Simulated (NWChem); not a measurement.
# GeSiH4S, singlet; SMILES [SiH3][Ge][SH]

```xyz
7

Ge    -0.8463    -0.1792     0.0000
S      0.9647    -1.5072     0.0000
H      0.2994    -2.7033     0.0000
Si     0.6186     1.8319     0.0000
H      2.1024     1.5591     0.0000
H      0.2915     2.6740     1.2112
H      0.2915     2.6740    -1.2112
```
Atoms are numbered in this order, from 1.

Program: NWChem. Pople sets run with spherical d functions. Low-valent species are run as closed-shell singlets; no triplet was tried in these runs. All runs use the structure optimised with PBE-D3(BJ)/def2-SVP.

For level Hartree-Fock/6-311G**:

```
Quantity                     Result
---------------------------  ------
highest occupied level (eV)   -8.79
orbital gap (eV)               8.87
dipole (D)                     1.45
```

Task: How do the values read with level Hartree-Fock/STO-3G instead?

Result: The highest occupied level (eV) is -5.69 and the orbital gap (eV) is 10.20. The dipole (D) is 0.99.
